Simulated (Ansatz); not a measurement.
Reaction (ligand exchange at the Si–S bond): `F[SiH](F)S[SiH2]Cl` + `N[Si](Cl)(Cl)Cl` → `Cl[SiH2]N[Si](Cl)(Cl)Cl` + `F[SiH](F)S`

Isolated molecules relaxed with PBE0-D4/def2-TZVP in Ansatz; ΔE leaves out vibrations. CCSD(T)/CBS is the MP2 limit (def2-TZVPP, def2-QZVPP) plus CCSD(T) − MP2 in def2-TZVPP, frozen cores. Functionals use def2-TZVPP. B3LYP here is the variant with VWN-RPA as its local correlation; programs differ in this. One conformer a species, not always the lowest.

Is it downhill or uphill in electronic energy at CCSD(T)/CBS, and by how much? (An estimate is asked.)

Computed: Nearly level: ΔE = -0.03 eV.

What do these levels give: r2SCAN-D4, B3LYP-D4, ωB97X-V, B2PLYP, PBE, B3LYP, CCSD/def2-TZVPP, CCSD(T)/def2-TZVPP, HF/def2-QZVPP, MP2/def2-QZVPP, HF/CBS(def2), CCSD/CBS(def2)? (Estimate.)

Ansatz gave: r2SCAN-D4 0.03, B3LYP-D4 -0.03, ωB97X-V -0.02, B2PLYP -0.03, PBE 0.09, B3LYP -0.01, CCSD/def2-TZVPP -0.08, CCSD(T)/def2-TZVPP -0.07, HF/def2-QZVPP -0.09, MP2/def2-QZVPP -0.02, HF/CBS(def2) -0.09, CCSD/CBS(def2) -0.04 eV.

Largest T1 diagnostic among the species: 0.012.
